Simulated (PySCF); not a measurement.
Cl₄Sn, SMILES [Cl][Sn-]([Cl])([Cl])[Cl] (connectivity only; charge and spin as stated), charge -1, multiplicity 2.

The structure is a stationary point at PBE0-D3(BJ)/def2-SVPD. The def2 effective core potentials stand for the cores of Sn; spin–orbit coupling is left out.

Computed with PySCF with PBE/def2-SVPD.

Computed frontier levels, dipole moment and polarisability:
```yaml
"α spin, highest occupied and lowest empty level": -1.30 and 2.36 eV
"β spin, highest occupied and lowest empty level": -3.56 and -0.94 eV
dipole_moment_about_the_centre_of_nuclear_charge: 0.000 e·Å
mean_static_polarisability: 134.6 bohr³ (19.95 Å³)
polarisability_principal_values: 134.6, 134.6, 134.6 bohr³
"⟨S²⟩": 0.751 (pure state 0.75)
```
